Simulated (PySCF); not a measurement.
CH₇F₃Si₃.
Structure used (GFN2-xTB), in Å, numbered top down from 1:
```xyz
14
CH7F3Si3 angstrom
F      1.4824   -2.1331    0.7753
C      1.3919   -0.7866    0.7262
F      1.0841   -0.3920    1.9856
F      2.6445   -0.3372    0.4971
Si     0.0846   -0.1454   -0.5795
Si     0.3510    2.1696   -0.5213
Si    -1.8714   -1.2654    0.0153
H      0.6971   -0.7284   -1.7892
H     -0.0065    2.7020    0.7960
H     -0.5645    2.7588   -1.5033
H      1.7038    2.6300   -0.8407
H     -1.7611   -2.7252    0.0007
H     -2.3155   -0.8609    1.3514
H     -2.9210   -0.8868   -0.9358
```

Jobs on this species (14 atoms, 82 electrons) with PySCF (density fitting). Hardware of each: one thread of an Intel Xeon 6975P-C (shared host). The host was shared with other jobs, so the times are rough. Peak memory is the resident size of the whole Python process, interpreter and libraries included.

```json
{"level and settings": "BP86/ANO-RCC-VDZP, IEF-PCM chloroform", "work": "12 singlets by full TDDFT, polarisability", "basis functions": "145", "SCF cycles": "?", "wall time": "?", "peak memory": "?"}
{"level and settings": "HCTH407/MINI", "work": "spin–spin couplings from 14 perturbed nuclei, spin–dipole term for 6 of them", "basis functions": "54", "SCF cycles": "?", "wall time": "?", "peak memory": "?"}
{"level and settings": "B97-D/def2-SVPD, grid level 3", "work": "6 singlets by TDA, polarisability", "basis functions": "217", "SCF cycles": "14", "wall time": "28 s", "peak memory": "0.75 GiB"}
{"level and settings": "wB97X/6-31++G**, IEF-PCM acetone, start guess vsap", "work": "25 singlets by TDA, 5 Tamm–Dancoff triplets, polarisability", "basis functions": "180", "SCF cycles": "10", "wall time": "33 s", "peak memory": "0.92 GiB"}
{"level and settings": "PBE0/pcSseg-1", "work": "shieldings, charges and field gradients", "basis functions": "175", "SCF cycles": "12", "wall time": "17 s", "peak memory": "0.81 GiB"}
{"level and settings": "PBE0/IGLO-II, energy threshold 1e-06 Eh, start guess sap", "work": "shieldings", "basis functions": "235", "SCF cycles": "9", "wall time": "21 s", "peak memory": "1.0 GiB"}
{"level and settings": "PBE0/def2-SVPD", "work": "6 singlets by full TDDFT, 2 Tamm–Dancoff triplets, polarisability", "basis functions": "217", "SCF cycles": "12", "wall time": "25 s", "peak memory": "0.86 GiB"}
{"level and settings": "B97-D/pcSseg-0, fitting basis def2-universal-jkfit", "work": "shieldings", "basis functions": "89", "SCF cycles": "10", "wall time": "7.1 s", "peak memory": "0.58 GiB"}
```

**Question.** Fill in the missing figures.

**Answer.** 
- BP86/ANO-RCC-VDZP, IEF-PCM chloroform; 12 singlets by full TDDFT, polarisability: 17 s, 0.63 GiB, 13 SCF cycles
- HCTH407/MINI; spin–spin couplings from 14 perturbed nuclei, spin–dipole term for 6 of them: 7.3 s, 0.37 GiB, 13 SCF cycles

**Question.** What do all jobs in the table cost together?

**Answer.** About 2.6 min; the longest takes about 21 % of that, and about 4.6 times as long as the shortest.

Note: B97-D ran without an empirical dispersion term, which enters the total energy and its gradient alone.
